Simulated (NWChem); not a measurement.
## Ionisation of BrSi

```
Si
Br 1 2.2394
```
Charge 0, spin multiplicity 2.

Program: NWChem. All single points use one geometry, from UPBE0/def2-SVP, a minimum by its harmonic frequencies.

Basis set: def2-TZVPD. The species with one electron less has spin multiplicity 1 and keeps the geometry of the parent. Δ marks differences of total energies (open shells unrestricted). −ε marks an orbital energy of the parent. That orbital need not have the symmetry of the hole or added electron in the Δ rows. That singlet is a closed-shell solution.

The Hamiltonian is non-relativistic. The correlated methods keep 14 core orbitals frozen. This spin state was chosen for the runs; another may lie lower. The structure started from a generated list of species. The unpaired electrons of the parent sit in orbitals of symmetry b2 (C2v labels of the run); other states weren't searched. No SCF solution was tested for a lower state.

Task: One of these methods gave a first vertical ionisation energy of 7.33 eV. Which?
A. −ε(alpha HOMO) of BP86
B. ΔB2PLYP
C. ΔPBE0
D. G0W0@PBE

Result: B, ΔB2PLYP. The others give 6.88 (G0W0@PBE), 7.53 (ΔPBE0), 4.29 (−ε(alpha HOMO) of BP86).
